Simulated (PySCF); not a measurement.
Si(H)(NHSiH3)(Cl)2 (Cl2H5NSi2), SMILES [SiH3]N[SiH](Cl)Cl. Atoms are numbered in the order given.

```xyz
10

Si     0.5916     0.1270     0.6515
Cl     1.2746    -0.9543    -0.9627
Cl     0.8419     2.1324     0.2357
N     -1.0506    -0.3076     0.8444
Si    -2.1082    -1.1082    -0.3105
H      1.4190    -0.1613     1.8440
H     -1.5039     0.0168     1.6950
H     -3.4795    -1.0236     0.2724
H     -1.7429    -2.5418    -0.5000
H     -2.0863    -0.4282    -1.6375
```

The structure is a stationary point at PBE0-D3(BJ)/def2-SVP. One conformer was computed; it need not be the lowest.

Method: PBE0-D3(BJ)/def2-SVP run with PySCF.

Frequencies are harmonic and unscaled.

Computed harmonic wavenumbers and intensities:
```json
[
 {"mode": "1", "ν (cm⁻¹)": "28", "IR (km/mol)": "1.5", "moving atoms (share of kinetic energy)": "Cl 31 %, Si 27 %, H 22 %, N 20 %"},
 {"mode": "2", "ν (cm⁻¹)": "112", "IR (km/mol)": "1.7", "moving atoms (share of kinetic energy)": "Si 34 %, Cl 32 %, H 29 %"},
 {"mode": "3", "ν (cm⁻¹)": "115", "IR (km/mol)": "0.5", "moving atoms (share of kinetic energy)": "H 78 %, Cl 10 %, Si 10 %"},
 {"mode": "4", "ν (cm⁻¹)": "157", "IR (km/mol)": "9.1", "moving atoms (share of kinetic energy)": "Cl 60 %, H 17 %, Si 15 %"},
 {"mode": "5", "ν (cm⁻¹)": "226", "IR (km/mol)": "1.9", "moving atoms (share of kinetic energy)": "Cl 45 %, H 25 %, Si 17 %, N 12 %"},
 {"mode": "6", "ν (cm⁻¹)": "319", "IR (km/mol)": "16.4", "moving atoms (share of kinetic energy)": "H 35 %, Si 27 %, N 26 %, Cl 12 %"},
 {"mode": "7", "ν (cm⁻¹)": "364", "IR (km/mol)": "52.1", "moving atoms (share of kinetic energy)": "N 38 %, H 30 %, Si 22 %, Cl 10 %"},
 {"mode": "8", "ν (cm⁻¹)": "511", "IR (km/mol)": "48.0", "moving atoms (share of kinetic energy)": "Cl 47 %, Si 43 %"},
 {"mode": "9", "ν (cm⁻¹)": "591", "IR (km/mol)": "109.9", "moving atoms (share of kinetic energy)": "Si 54 %, Cl 34 %, H 11 %"},
 {"mode": "10", "ν (cm⁻¹)": "635", "IR (km/mol)": "12.7", "moving atoms (share of kinetic energy)": "Si 43 %, H 42 %, N 11 %"},
 {"mode": "11", "ν (cm⁻¹)": "708", "IR (km/mol)": "31.7", "moving atoms (share of kinetic energy)": "H 85 %"},
 {"mode": "12", "ν (cm⁻¹)": "722", "IR (km/mol)": "13.6", "moving atoms (share of kinetic energy)": "H 81 %, N 11 %"},
 {"mode": "13", "ν (cm⁻¹)": "829", "IR (km/mol)": "204.7", "moving atoms (share of kinetic energy)": "H 71 %, Si 14 %, N 14 %"},
 {"mode": "14", "ν (cm⁻¹)": "860", "IR (km/mol)": "262.9", "moving atoms (share of kinetic energy)": "H 78 %, Si 13 %, N 10 %"},
 {"mode": "15", "ν (cm⁻¹)": "937", "IR (km/mol)": "88.6", "moving atoms (share of kinetic energy)": "H 95 %"},
 {"mode": "16", "ν (cm⁻¹)": "939", "IR (km/mol)": "345.0", "moving atoms (share of kinetic energy)": "H 54 %, N 25 %, Si 21 %"},
 {"mode": "17", "ν (cm⁻¹)": "957", "IR (km/mol)": "17.3", "moving atoms (share of kinetic energy)": "H 91 %"},
 {"mode": "18", "ν (cm⁻¹)": "998", "IR (km/mol)": "79.9", "moving atoms (share of kinetic energy)": "H 78 %, N 13 %, Si 9 %"},
 {"mode": "19", "ν (cm⁻¹)": "1191", "IR (km/mol)": "213.6", "moving atoms (share of kinetic energy)": "H 62 %, N 35 %"},
 {"mode": "20", "ν (cm⁻¹)": "2244", "IR (km/mol)": "105.7", "moving atoms (share of kinetic energy)": "H 98 %"},
 {"mode": "21", "ν (cm⁻¹)": "2245", "IR (km/mol)": "112.2", "moving atoms (share of kinetic energy)": "H 96 %"},
 {"mode": "22", "ν (cm⁻¹)": "2249", "IR (km/mol)": "94.2", "moving atoms (share of kinetic energy)": "H 96 %"},
 {"mode": "23", "ν (cm⁻¹)": "2301", "IR (km/mol)": "100.5", "moving atoms (share of kinetic energy)": "H 97 %"},
 {"mode": "24", "ν (cm⁻¹)": "3622", "IR (km/mol)": "62.5", "moving atoms (share of kinetic energy)": "H 93 %"}
]
```
